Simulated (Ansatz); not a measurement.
A calculation with Ansatz (development build ahead of 0.2.0).

```yaml
crystal:
  periodic: [false, false, false]
  atoms:
    - { symbol: Ti, position_ang: [-0.04236, 0.02189, -0.37374] }
    - { symbol: O, position_ang: [-0.02015, 1.35674, 0.56816] }
    - { symbol: O, position_ang: [-0.01393, -1.37363, 0.53393] }
basis:
  gaussian: { orbitals: cc-pVDZ }
hamiltonian:
  xc: hf
```

The input is written out in the form of the current development build from the run's settings.

Output:

| Property | Result |
| --- | --- |
| Converged | yes |
| Total energy | -998.12679 hartree |
| Spin squared of the determinant | 0.000 |

Caution: no unrestricted run beside it, a lower state can exist; other spin multiplicities were not run.
